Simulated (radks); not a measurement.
Q: Radial electron density D(r) = 4 pi r^2 rho(r) of an atom or ion with 52 electrons. Method: scalar-relativistic Kohn-Sham, PBEsol, spin-polarised, spherical densities, point nucleus; computed with a radial shooting solver on a logarithmic mesh with Libxc functionals.

```
   r/bohr * D(r) (the largest magnitude, 95.6, reaches the edge; | marks zero)
  0.00414 |            *
 0.004743 |               *
 0.005477 |                  *
 0.006275 |                     *
  0.00719 |                        *
 0.008303 |                            *
 0.009513 |                                *
   0.0109 |                                   *
  0.01259 |                                      *
  0.01442 |                                        *
  0.01652 |                                         *
  0.01908 |                                         *
  0.02186 |                                        *
  0.02504 |                                       *
  0.02892 |                                     *
  0.03314 |                                    *
  0.03796 |                                    *
  0.04384 |                                       *
  0.05023 |                                          *
  0.05755 |                                               *
  0.06646 |                                                    *
  0.07614 |                                                      *
  0.08794 |                                                     *
   0.1007 |                                                 *
   0.1154 |                                            *
   0.1333 |                                        *
   0.1527 |                                       *
    0.175 |                                         *
   0.2021 |                                             *
   0.2315 |                                              *
   0.2652 |                                          *
   0.3063 |                                  *
   0.3509 |                        *
   0.4021 |                 *
   0.4643 |               *
    0.532 |                *
   0.6095 |                  *
   0.7039 |                 *
   0.8064 |              *
   0.9239 |          *
    1.067 |      *
    1.222 |    *
    1.412 |   *
    1.617 |  *
    1.853 | *
     2.14 | *
    2.452 |*
    2.809 *
    3.244 *
    3.717 *
    4.258 *
    4.918 *
    5.634 *
```

What is the nuclear charge?

A: Z = 56. The innermost maximum, from 1s, lies near gamma/Z bohr with gamma = sqrt(1 - (Z/c)^2) = 0.913, here 0.0163 bohr (found: 0.0179), and its height grows with Z. The density is that of the barium ion Ba4+ in [Kr] 4d10 5s2 5p4; the configuration itself is not fixed sharply by these data, and Z only to a few units. D(r) has 4 maxima, at r = 0.0179, 0.0793, 0.224, 0.629 bohr, and minima at 0.0345, 0.148, 0.461 bohr, inside which lie 1.97, 11.18, 28.93 electrons.
